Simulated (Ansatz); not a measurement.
Input file for Ansatz (an electronic-structure program): R-B3LYP/def2-TZVPP on BiClH2 (SMILES [Cl][BiH2]), atoms moved off the minimum. Elements past Kr take the def2 small-core potentials; no spin–orbit coupling.

Ansatz 0.2 input:
```yaml
crystal:
  periodic: [false, false, false]
  atoms:
    - {symbol: Bi, position_ang: [-0.24333035, -0.45955838, 0.19112492]}
    - {symbol: H, position_ang: [-1.74983036, 0.37303991, -0.55638978]}
    - {symbol: H, position_ang: [-0.10593138, -1.60222623, -0.66590086]}
    - {symbol: Cl, position_ang: [1.47559107, 1.14925374, -1.05265333]}
basis:
  gaussian:
    orbitals: def2-TZVPP
hamiltonian:
  xc: {name: B3LYP}
scf: {lower_state_search: off}
output: {forces: true}
```

Problem. Predict the final total energy.

Solution. -676.1028 hartree.
